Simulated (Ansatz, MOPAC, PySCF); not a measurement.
Energy landscape of H6SeSi2, singlet: bend at the central Se, local threefold symmetry of each SiH3 group. Scanned: Si-Se-Si angle. Other coordinates (Se-Si length, H-Si-Se angle, Si-H length) were minimised at PBE0/def2-TZVP.

Cartesian coordinates as functions of the variables (Å; names that start with a are angles):
```
Se  0  0  0
Si  R*sin(a/2)  0  R*cos(a/2)
H  ((R-r*cos(ab))*sin(a/2)+r*sin(ab)*cos(0*2*pi/3)*cos(a/2))  r*sin(ab)*sin(0*2*pi/3)  (R-r*cos(ab))*cos(a/2)-r*sin(ab)*cos(0*2*pi/3)*sin(a/2)
H  ((R-r*cos(ab))*sin(a/2)+r*sin(ab)*cos(1*2*pi/3)*cos(a/2))  r*sin(ab)*sin(1*2*pi/3)  (R-r*cos(ab))*cos(a/2)-r*sin(ab)*cos(1*2*pi/3)*sin(a/2)
H  ((R-r*cos(ab))*sin(a/2)+r*sin(ab)*cos(2*2*pi/3)*cos(a/2))  r*sin(ab)*sin(2*2*pi/3)  (R-r*cos(ab))*cos(a/2)-r*sin(ab)*cos(2*2*pi/3)*sin(a/2)
Si  -R*sin(a/2)  0  R*cos(a/2)
H  -((R-r*cos(ab))*sin(a/2)+r*sin(ab)*cos(0*2*pi/3)*cos(a/2))  r*sin(ab)*sin(0*2*pi/3)  (R-r*cos(ab))*cos(a/2)-r*sin(ab)*cos(0*2*pi/3)*sin(a/2)
H  -((R-r*cos(ab))*sin(a/2)+r*sin(ab)*cos(1*2*pi/3)*cos(a/2))  r*sin(ab)*sin(1*2*pi/3)  (R-r*cos(ab))*cos(a/2)-r*sin(ab)*cos(1*2*pi/3)*sin(a/2)
H  -((R-r*cos(ab))*sin(a/2)+r*sin(ab)*cos(2*2*pi/3)*cos(a/2))  r*sin(ab)*sin(2*2*pi/3)  (R-r*cos(ab))*cos(a/2)-r*sin(ab)*cos(2*2*pi/3)*sin(a/2)
```

Levels of theory: B3LYP/def2-TZVP, density fitting (PySCF); CCSD/aug-cc-pVTZ = CCSD on RHF/aug-cc-pVTZ, cores with 3d frozen (Ansatz, a program for electronic structure); RKS-LDA (SVWN5)/6-31G* = restricted LDA (SVWN5)/6-31G*, spherical d run with PySCF; RHF/def2-TZVP, density fitting (PySCF); PM6, restricted, heats of formation (MOPAC); CCSD(T)/aug-cc-pVTZ = CCSD(T) on RHF/aug-cc-pVTZ, cores with 3d frozen (Ansatz).

Energies in eV, each method relative to its own lowest point.

```csv
a / °,B3LYP,CCSD/aug-cc-pVTZ,RKS-LDA (SVWN5)/6-31G*,RHF,PM6,CCSD(T)/aug-cc-pVTZ
180,1.312,1.401,1.471,1.369,2.437,1.393
170.25,1.263,1.350,1.418,1.316,2.244,1.342
162.75,1.163,1.245,1.311,1.208,1.955,1.240
155.25,1.023,1.098,1.159,1.055,1.634,1.096
147.75,0.855,0.924,0.979,0.875,1.315,0.924
140.25,0.675,0.738,0.786,0.683,1.014,0.741
132.75,0.499,0.554,0.598,0.494,0.742,0.560
125.25,0.337,0.384,0.425,0.323,0.505,0.392
117.75,0.198,0.237,0.274,0.178,0.307,0.245
110.25,0.090,0.119,0.151,0.070,0.154,0.126
102.75,0.021,0.037,0.063,0.006,0.049,0.042
95.25,0.000,0.000,0.011,0.000,0.000,0.000
90,0.021,0.009,0.000,0.041,0.002,0.003
```
